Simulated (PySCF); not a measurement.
## How methods differ on the excitation energy of Be⁺

Be⁺ [He] 2s1 (2S) → Be⁺ [He] 2p1 (2P), as a difference of total energies. Computed with PySCF 2.14 in x2c-TZVPPall with one added diffuse shell of s type (6s3p1d, 20 functions), with the spin-free X2C one-electron Hamiltonian (Gaussian nucleus). Correlated levels: valence and next inner shell: nothing frozen. The calculations carry no spin-orbit coupling.

| method | excitation energy (cm⁻¹) |
| --- | --- |
| UHF | 32442 |
| MP2 (valence and next inner shell) | 32433 |
| SCS-MP2 (valence and next inner shell) | 32475 |
| CCSD (valence and next inner shell) | 32426 |
| CCSD(T) (valence and next inner shell) | 32426 |
| CCSDT (valence and next inner shell) | 32426 |
| FCI (valence and next inner shell) | 32426 |

Errors of the correlated levels include the incompleteness of this basis.

The basis was made for the ground configuration and has no added diffuse functions, so the excitation energy can come out too high.

For comparison: 31933 cm⁻¹ (measured; NIST levels, between the centres of gravity of the two terms).
